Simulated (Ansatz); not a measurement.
Ga₉As₉H₂₄, a nanocrystal cut from wurtzite GaAs (hydrogen-capped), relaxed as a singlet with RKS PBE-D4/def2-SVP in Ansatz, starting from the GFN2-xTB geometry. Force threshold 0.03 eV/Å.

Single mean-field runs in def2-SVP are fitted with def2-universal-jkfit.

Start:

```tsv
atom	x (Å)	y (Å)	z (Å)
Ga1	0.836	2.053	4.722
As2	-0.958	0.157	4.735
As3	1.204	1.823	2.239
Ga4	2.273	-0.351	1.434
Ga5	-1.767	-1.202	2.708
As6	0.336	-2.116	1.547
As7	2.939	-0.282	-1.030
Ga8	4.345	-2.199	-1.864
Ga9	0.033	-3.384	-0.668
As10	2.391	-3.901	-1.548
Ga11	-0.745	2.499	0.735
As12	-2.434	0.497	0.899
As13	-0.112	2.598	-1.739
Ga14	0.970	0.414	-2.499
Ga15	-3.127	-0.402	-1.406
As16	-0.858	-1.416	-2.061
Ga17	-1.812	3.608	-3.300
As18	-3.486	1.644	-2.918
H19	2.052	1.556	5.589
H20	0.114	3.390	5.132
H21	-0.687	-0.903	5.766
H22	-2.235	0.536	5.433
H23	2.254	2.836	1.827
H24	3.460	-0.862	2.393
H25	-2.879	-2.286	3.101
H26	0.894	-3.148	2.510
H27	3.789	0.972	-1.066
H28	5.496	-2.616	-0.874
H29	4.664	-2.126	-3.402
H30	-0.901	-4.683	-0.610
H31	2.785	-5.130	-0.777
H32	2.121	-4.731	-2.772
H33	-1.501	3.824	1.241
H34	-3.680	1.170	1.444
H35	1.092	3.518	-1.696
H36	1.319	0.395	-4.070
H37	-4.375	-1.405	-1.421
H38	-1.078	-1.994	-3.447
H39	-2.483	4.917	-2.742
H40	-1.377	3.575	-4.812
H41	-4.865	2.106	-2.542
H42	-4.008	1.044	-4.192
```

| step | energy (eV) | largest force component (eV/Å) | SCF passes |
| --- | --- | --- | --- |
| 1 | -1019097.4659 | 0.686 | 19 |
| 2 | -1019098.2207 | 0.328 | 24 |
| 3 | -1019098.3209 | 0.230 | 19 |
| 4 | -1019098.3760 | 0.034 | 20 |
| 5 | -1019098.3775 | 0.016 | 19 |

Force components are those of the run's own axes.

End:

```tsv
atom	x (Å)	y (Å)	z (Å)
Ga1	0.755	1.928	4.555
As2	-0.990	0.061	4.529
As3	1.218	1.809	2.102
Ga4	2.305	-0.303	1.423
Ga5	-1.694	-1.181	2.483
As6	0.441	-1.976	1.511
As7	2.859	-0.182	-0.981
Ga8	4.137	-2.173	-1.789
Ga9	-0.052	-3.173	-0.600
As10	2.198	-3.808	-1.470
Ga11	-0.699	2.534	0.723
As12	-2.292	0.605	0.875
As13	-0.022	2.538	-1.652
Ga14	1.011	0.457	-2.490
Ga15	-2.935	-0.451	-1.270
As16	-0.736	-1.284	-2.048
Ga17	-1.796	3.427	-3.174
As18	-3.409	1.486	-2.770
H19	1.969	1.344	5.375
H20	-0.051	3.238	4.902
H21	-0.643	-1.016	5.553
H22	-2.287	0.524	5.188
H23	2.284	2.869	1.823
H24	3.503	-0.748	2.348
H25	-2.792	-2.283	2.732
H26	0.905	-3.072	2.467
H27	3.823	1.001	-1.070
H28	5.217	-2.605	-0.723
H29	4.355	-2.094	-3.348
H30	-1.073	-4.368	-0.494
H31	2.634	-5.004	-0.628
H32	1.929	-4.583	-2.757
H33	-1.386	3.869	1.209
H34	-3.598	1.180	1.419
H35	1.120	3.552	-1.700
H36	1.398	0.489	-4.020
H37	-4.091	-1.519	-1.196
H38	-1.034	-1.933	-3.398
H39	-2.497	4.685	-2.530
H40	-1.352	3.284	-4.680
H41	-4.778	2.003	-2.337
H42	-3.858	0.873	-4.093
```

By distances, no bond broke or formed. The bond that changes most is Ga11–As12, from 2.62 to 2.51 Å (atoms count from 1).

No frequencies were taken in this run, so the end may be a saddle point.

Run time 22 s (11 threads of AMD EPYC 7R13 on a shared host and a whole NVIDIA H100 80GB HBM3), peak host memory 1.4 GiB.
